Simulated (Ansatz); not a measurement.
Molecule: BeO, charge 0, multiplicity 1. 
Structure (B3LYP-D3(BJ)/def2-TZVP (Ansatz, a first-principles code) minimum search):
```xyz
2

Be     0.0000     0.0000    -0.8844
O      0.0000     0.0000     0.4422
```

Wanted: vertical ionisation energy (to the doublet state of charge +1; each state is the SCF solution reached for its spin; for the singlet T1 is 0.039), in eV. Correlated levels leave the core frozen unless marked. Open shells are spin-unrestricted. Spin-orbit coupling is left out. No relativistic terms. Basis-set limits of correlation are two-point, X^-3; Hartree-Fock from the larger set.

```csv
level,program,vertical ionisation energy (eV)
SVWN5/def2-TZVPD,Ansatz,10.73
PBE/def2-TZVPD,Ansatz,10.35
r2SCAN/def2-TZVPD,Ansatz,9.97
B3LYP/def2-TZVPD,Ansatz,10.14
PBE0/def2-TZVPD,Ansatz,9.91
BHLYP/def2-TZVPD,Ansatz,9.51
CAM-B3LYP/def2-TZVPD,Ansatz,10.07
```

Problem. Estimate the value at CCSD(T)/CBS(def2-TZVPPD,def2-QZVPPD) as computed with Ansatz.

Solution. 10.12 eV
